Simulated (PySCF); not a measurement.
## Atomic charges by several schemes

Species: C5H7ClO2.
SMILES with atom numbers: `[O:1]=[C:2]1[CH2:3][O:4][C@H:5]([CH2:6][Cl:7])[CH2:8]1` (hydrogens: H9, H10 on C3; H11 on C5; H12, H13 on C6; H14, H15 on C8)

Geometry (GFN2-xTB, Å), atoms numbered from 1 in this order:
```xyz
15
C5H7ClO2 angstrom
O     -2.0960    1.1070    1.2937
C     -1.3598    0.5442    0.5364
C     -1.3472   -0.9395    0.2222
O     -0.3770   -1.1443   -0.7811
C      0.5260   -0.0518   -0.7980
C      1.7726   -0.3281    0.0516
Cl     1.4248   -0.2652    1.8028
C     -0.2644    1.1625   -0.3099
H     -1.1136   -1.5058    1.1336
H     -2.3189   -1.2742   -0.1520
H      0.8629    0.0483   -1.8365
H      2.5417    0.4174   -0.1465
H      2.1505   -1.3266   -0.1641
H      0.3291    1.8700    0.2647
H     -0.7353    1.6942   -1.1388
```

Density: PBE0/pcSseg-1 (PySCF); schemes: Mulliken, IAO, Hirshfeld and ESP-fitted. Geometry: GFN2-xTB, one conformer, isolated molecule.

Question: For which atoms does the sign change between the 4 schemes (beyond +0.03 e in one, beyond −0.03 e in another)?

Answer: C3. Atomic charges aren't observables, and each scheme defines them in its own way.

Question: At which atom do the 4 schemes differ most?

Answer: At C2: from +0.142 (Mulliken) to +0.613 e (ESP-fitted), 0.471 e apart.

Question: What partial charge does each atom carry?

Answer: In e:

```
atom                    environment  Mulliken     IAO  Hirshfeld  ESP-fitted
  O1                  ketone oxygen    -0.337  -0.392     -0.233      -0.503
  C2         ketone carbonyl carbon    +0.142  +0.388     +0.161      +0.613
  C3     sp3 carbon bound to oxygen    +0.104  -0.123     -0.015      -0.063
  O4            cyclic ether oxygen    -0.505  -0.405     -0.152      -0.409
  C5     sp3 carbon bound to oxygen    -0.028  +0.081     +0.041      +0.381
  C6                sp3 C–Cl carbon    -0.117  -0.260     -0.039      -0.403
 Cl7                 alkyl chlorine    -0.168  -0.111     -0.036      -0.108
  C8  sp3 carbon next to a carbonyl    -0.193  -0.352     -0.094      -0.416
  H9             methylene hydrogen    +0.152  +0.163     +0.041      +0.100
 H10             methylene hydrogen    +0.149  +0.170     +0.057      +0.104
 H11               methine hydrogen    +0.134  +0.156     +0.052      +0.041
 H12             methylene hydrogen    +0.162  +0.164     +0.053      +0.178
 H13             methylene hydrogen    +0.173  +0.175     +0.053      +0.202
 H14             methylene hydrogen    +0.164  +0.173     +0.050      +0.145
 H15             methylene hydrogen    +0.169  +0.174     +0.061      +0.138
```

Mean size of the charges over all atoms: ESP-fitted 0.254 e, IAO 0.219 e, Mulliken 0.180 e, Hirshfeld 0.076 e. Each set sums to the total charge, 0, to within 0.001 e. The ESP scheme is a least-squares fit of atom-centred charges to the potential on four shells outside the van der Waals surface, with the total charge fixed.

Question: How many electrons does the Mulliken scheme count on C6?

Answer: Z − q = 6 − (-0.117) = 6.117.

Question: Sum the charges by element, for elements with more than one atom.

Answer: 
```csv
element,atoms,Mulliken,IAO,Hirshfeld,ESP-fitted
O,2,-0.842,-0.796,-0.385,-0.912
C,5,-0.093,-0.267,+0.053,+0.111
H,7,+1.103,+1.174,+0.367,+0.909
```

Question: How closely do the schemes follow one another over all atoms?

Answer: Correlation coefficient and root-mean-square difference: IAO with Hirshfeld 0.95, 0.157 e; IAO with ESP-fitted 0.94, 0.117 e; Hirshfeld with ESP-fitted 0.91, 0.225 e; Mulliken with IAO 0.89, 0.112 e; Mulliken with Hirshfeld 0.88, 0.133 e; Mulliken with ESP-fitted 0.76, 0.201 e.
